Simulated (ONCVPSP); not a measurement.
**An all-electron radial function and its pseudo partner (Cd)**

Columns: radius, all-electron u(r) and pseudo u(r) of the 4d shell (level -16.16 eV) of cadmium in the configuration [Ar] 3d10 4s2 4p6 4d10 5s1.5; LDA (Perdew-Zunger), scalar-relativistic, ONCV scheme, ONCVPSP 4.0.1.

| r (bohr) | all-electron | pseudo |
| --- | --- | --- |
| 0.080 | -0.1662 | 0.0024 |
| 0.160 | -0.4295 | 0.0184 |
| 0.240 | -0.4711 | 0.0590 |
| 0.320 | -0.3099 | 0.1302 |
| 0.400 | -0.0531 | 0.2319 |
| 0.480 | 0.2181 | 0.3581 |
| 0.560 | 0.4583 | 0.4978 |
| 0.640 | 0.6486 | 0.6376 |
| 0.720 | 0.7857 | 0.7642 |
| 0.800 | 0.8749 | 0.8666 |
| 0.880 | 0.9242 | 0.9378 |
| 0.960 | 0.9426 | 0.9756 |
| 1.040 | 0.9380 | 0.9819 |
| 1.120 | 0.9172 | 0.9621 |
| 1.200 | 0.8853 | 0.9232 |
| 1.280 | 0.8464 | 0.8727 |
| 1.360 | 0.8032 | 0.8177 |
| 1.440 | 0.7580 | 0.7634 |
| 1.520 | 0.7122 | 0.7131 |
| 1.600 | 0.6670 | 0.6669 |
| 1.680 | 0.6229 | 0.6228 |
| 1.760 | 0.5805 | 0.5804 |
| 1.840 | 0.5401 | 0.5400 |
| 1.920 | 0.5017 | 0.5017 |
| 2.000 | 0.4656 | 0.4656 |
| 2.080 | 0.4317 | 0.4317 |

(1) How many radial nodes do the two functions have?

(2) At about which radius was the pseudo-wave matched?

(3) Where does each function peak?

(4) Is the pseudo-wave norm-conserving?

Results:

(1) The all-electron 4d function has n − l − 1 = 1; the pseudo-wave has 0, since the states of the same l below it are removed with the core.

(2) 1.60 bohr, where the columns begin to agree (steps of 0.08 bohr).

(3) Outermost all-electron maximum near 0.96 bohr, pseudo maximum near 1.04 bohr (to the table’s step).

(4) Yes: the ONCV scheme keeps the norm inside the radius equal to the all-electron one, which fixes the energy derivative of the logarithmic derivative at the level.
